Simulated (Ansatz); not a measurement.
Molecule: CaF, net charge 0, doublet state. 
Coordinates optimised at B3LYP-D3(BJ)/def2-TZVP (Ansatz, a program for electronic structure):
SMILES: [F][Ca]
```xyz
2

Ca     0.0000     0.0000    -0.6086
F      0.0000     0.0000     1.3525
```
Charge 0, spin multiplicity 2.

Basis-set convergence of Hartree-Fock and CCSD(T) correlation energies (hartree) with Ansatz. Correlated levels leave the core frozen unless marked. UHF or UKS for open shells. No spin-orbit coupling. Frozen are the shells of the preceding noble gas and the d and f shells that filled before the atom's block. The outer core of K, Ca and their heavier congeners is not correlated, a term that matters for these elements. No relativistic terms.

```json
[
 {"basis": "def2-SVP", "functions": "38", "E(HF)": "-776.09439", "E(corr, CCSD(T))": "-0.20948"},
 {"basis": "def2-TZVPP", "functions": "67", "E(HF)": "-776.30677", "E(corr, CCSD(T))": "-0.28164"},
 {"basis": "def2-QZVPP", "functions": "127", "E(HF)": "-776.32829", "E(corr, CCSD(T))": "-0.31001"}
]
```

Extrapolating the two largest sets (X = 3 and 4) as X^-3: E(corr) = (64·(-0.31001) - 27·(-0.28164))/37 = -0.3307 Eh, an estimate of the basis-set limit. The largest set recovers 93.7 % of it, the smallest 63.3 %.
